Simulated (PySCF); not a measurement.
Dibenzofuran, SMILES c1ccc2c(c1)oc1ccccc12, GFN2-xTB optimised geometry. Atoms within 1.6 Å of the plane z = 0.0 Å (x, y, z in Å): C1 (3.27, 1.15, 0.00), C2 (3.32, -0.24, 0.00), C3 (2.16, -1.00, 0.00), C4 (0.94, -0.34, 0.00), C5 (0.90, 1.07, 0.00), C6 (2.06, 1.83, 0.00), O7 (-0.37, 1.54, 0.00), C8 (-1.18, 0.45, 0.00), C9 (-2.57, 0.45, 0.00), C10 (-3.20, -0.78, 0.00), C11 (-2.48, -1.97, 0.00), C12 (-1.10, -1.97, 0.00), C13 (-0.44, -0.75, 0.00), H14 (4.19, 1.72, 0.00), H15 (4.28, -0.73, 0.00), H16 (2.20, -2.07, 0.00), H17 (2.01, 2.91, 0.00), H18 (-3.12, 1.37, 0.00), H19 (-4.28, -0.82, 0.00), H20 (-3.01, -2.91, 0.00), H21 (-0.54, -2.89, 0.00).

Calculation: PBE0/def2-SVP (PySCF 2.14.0). Cells within 0.4 Å of a nucleus heavier than hydrogen are left out (blank, or x).

Map of the Laplacian of the electron density (e/bohr⁵), clipped to [-1.50, 1.50] on the plane z = 0.0 Å:

```
|77777777777777777777777777777|
|77777777777777777777777777777|
|77777777777777777777777777777|
|77777777777777777777777777777|
|77777777777777777777777777777|
|77777777777777777777777777777|
|77777777777777777777777777777|
|77777777777777777778777777777|
|77777777777777777805877777777|
|77777777777789988835888877777|
|7777777887789x9987xx786087777|
|7777778058899x05x2542x1487777|
|7777778627784798x8887x7877777|
|77777788xx3xx9982888837877777|
|7777788717881798x8888x7887777|
|7777866x48885x42x3663x3287777|
|7777702x88886x5786xx587477777|
|77778886378835888866888877777|
|77777788xx3xx8877861877777777|
|777777883x67x7877776877777777|
|77777785188850877777777777777|
|77777777787887777777777777777|
|77777777777777777777777777777|
|77777777777777777777777777777|
|77777777777777777777777777777|
|77777777777777777777777777777|
|77777777777777777777777777777|
|77777777777777777777777777777|
|77777777777777777777777777777|
```
Scale: ten equal steps from -1.50 (start of '0') to 0.457 (end of '9'), in the order '0123456789'; x runs from -6.50 to 6.50, y from -6.50 (bottom) to 6.50 (top).
